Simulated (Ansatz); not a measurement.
`C[SiH2]C[SiH2]F` + `C1C[SiH2]1` → `F[SiH2]C1C[SiH2]1` + `C[SiH2]C`  (formal exchange of groups at the Si–C bond)

Gas-phase electronic energies from Ansatz, PBE0-D4/def2-TZVP geometries. CCSD(T)/CBS adds triple-zeta CCSD(T) − MP2 to the extrapolated MP2 energy (def2 sets, frozen cores). DFT in def2-TZVPP. B3LYP here is the variant with VWN-RPA as its local correlation; programs differ in this. Each species was taken in one conformer, which may not be the lowest.

```tsv
level	ΔE (kcal/mol)	difference from CCSD(T)/CBS
r2SCAN-D4	-2.3	0.4
B3LYP-D4	-2.2	0.5
PBE0	-2.2	0.5
B3LYP	-2.4	0.3
HF/def2-TZVPP	-2.6	0.1
CCSD/def2-TZVPP	-2.4	0.3
CCSD(T)/def2-TZVPP	-2.5	0.2
HF/def2-QZVPP	-2.7	0.0
MP2/def2-QZVPP	-3.1	-0.4
SCS-MP2/def2-QZVPP	-3.0	-0.3
CCSD(T)/CBS	-2.7	0
```

Largest T1 diagnostic among the species: 0.011.
